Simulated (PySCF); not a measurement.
**Partial charges of `O=COC[SiH]1COC1`**

Compound: C₄H₈O₃Si.
Structure used (GFN2-xTB), in Å, numbered top down from 1:
```xyz
16
C4H8O3Si angstrom
O      1.878   -1.030   -0.323
C      2.539   -0.034   -0.496
O      2.144    1.182   -0.322
C      0.781    1.360    0.094
Si    -0.108   -0.294    0.536
C     -1.978    0.126    0.791
O     -2.375   -0.743   -0.279
C     -1.125   -1.199   -0.807
H      3.586   -0.072   -0.830
H      0.817    2.028    0.954
H      0.279    1.890   -0.717
H      0.420   -0.978    1.715
H     -2.444   -0.206    1.721
H     -2.326    1.144    0.589
H     -1.083   -2.290   -0.791
H     -1.012   -0.877   -1.848
```

Density: PBE0/pcSseg-1 (PySCF); schemes: Mulliken, IAO, Hirshfeld and ESP-fitted. One conformer (not necessarily the lowest) at the GFN2-xTB geometry, without solvent, vibrations or thermal averaging.

Problem. What partial charge does each atom carry?

Solution. In e:

```tsv
atom	environment	Mulliken	IAO	Hirshfeld	ESP-fitted
O1	ester carbonyl oxygen	-0.461	-0.431	-0.181	-0.543
C2	ester carbonyl carbon	+0.476	+0.412	+0.202	+0.684
O3	ester single-bonded oxygen	-0.404	-0.291	-0.080	-0.388
C4	sp3 carbon bound to oxygen	-0.275	-0.362	-0.081	-0.080
Si5	SiH silicon	+0.722	+0.865	+0.326	+0.570
C6	sp3 carbon bound to oxygen	-0.231	-0.357	-0.115	-0.370
O7	cyclic ether oxygen	-0.515	-0.409	-0.179	-0.321
C8	sp3 carbon bound to oxygen	-0.185	-0.329	-0.101	-0.013
H9	formyl hydrogen	+0.135	+0.155	+0.077	+0.032
H10	methylene hydrogen	+0.156	+0.170	+0.053	+0.090
H11	methylene hydrogen	+0.163	+0.168	+0.054	+0.119
H12	Si–H hydrogen	-0.055	-0.123	-0.086	-0.120
H13	methylene hydrogen	+0.120	+0.135	+0.026	+0.130
H14	methylene hydrogen	+0.107	+0.123	+0.022	+0.109
H15	methylene hydrogen	+0.128	+0.142	+0.033	+0.059
H16	methylene hydrogen	+0.120	+0.132	+0.029	+0.041
```

Mean size of the charges over all atoms: IAO 0.288 e, Mulliken 0.266 e, ESP-fitted 0.229 e, Hirshfeld 0.103 e. Each set sums to the total charge, 0, to within 0.001 e. The ESP scheme fits charges at the nuclei, held to the total charge, to the electrostatic potential on points at 1.4 to 2.0 times the van der Waals radii.

Lowest charge. The schemes don't all agree: Mulliken O7 (-0.515); IAO O1 (-0.431); Hirshfeld O1 (-0.181); ESP-fitted O1 (-0.543).

Highest charge. The schemes don't all agree: Mulliken Si5 (+0.722); IAO Si5 (+0.865); Hirshfeld Si5 (+0.326); ESP-fitted C2 (+0.684).

Problem. How many electrons does the Hirshfeld scheme count on O1?

Solution. Z − q = 8 − (-0.181) = 8.181.

Problem. How closely do the schemes follow one another over all atoms?

Solution. Correlation coefficient and root-mean-square difference: IAO with Hirshfeld 0.98, 0.218 e; Mulliken with IAO 0.97, 0.079 e; Mulliken with Hirshfeld 0.97, 0.201 e; Mulliken with ESP-fitted 0.93, 0.120 e; Hirshfeld with ESP-fitted 0.92, 0.200 e; IAO with ESP-fitted 0.89, 0.160 e.
